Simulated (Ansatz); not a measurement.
A series at Si: from `[AlH2][SiH]([SiH3])[SiH3]`, ligands are replaced one by one, each step taking up H₂ and setting free SiH₄; n counts the steps. Ansatz, PBE0-D4/def2-TZVP geometries.

CBS adds triple-zeta CCSD(T) − MP2 to the MP2 limit, frozen cores; atoms without spin–orbit coupling. 

```csv
n,molecule,"atomization energy, CCSD(T)/CBS (kJ/mol)"
0,`[AlH2][SiH]([SiH3])[SiH3]`,3581.5
1,`[AlH2][SiH2][SiH3]`,?
2,`[AlH2][SiH3]`,1786.9
3,`[AlH3]`,898.6
```

**Question.** By hand: fit a straight line y = ȳ + b (n − n̄) to the 3 given rows and predict n = 1.

**Answer.** n̄ = 1.667, ȳ = 2089.00; Σ(n − n̄)(y − ȳ) = -4175.40, Σ(n − n̄)² = 4.667, so b = -894.66 kJ/mol a step. Prediction: 2089.00 + (-894.66) × (-0.667) = 2685.7 kJ/mol.

**Question.** By hand: compare with the computed value, 2681.1 kJ/mol, and give the steps along the whole series.

**Answer.** The line misses by -4.6 kJ/mol (computed minus predicted). Steps: -900.4, -894.2, -888.3 kJ/mol.

The steps differ by up to 12.1 kJ/mol, small against a whole step but well beyond the method's doubt, so the ligands' effects don't simply add. The miss is 0.2 % of the series' range. The energies themselves are unsure by some kJ/mol a bond, though much of that is common to the series.
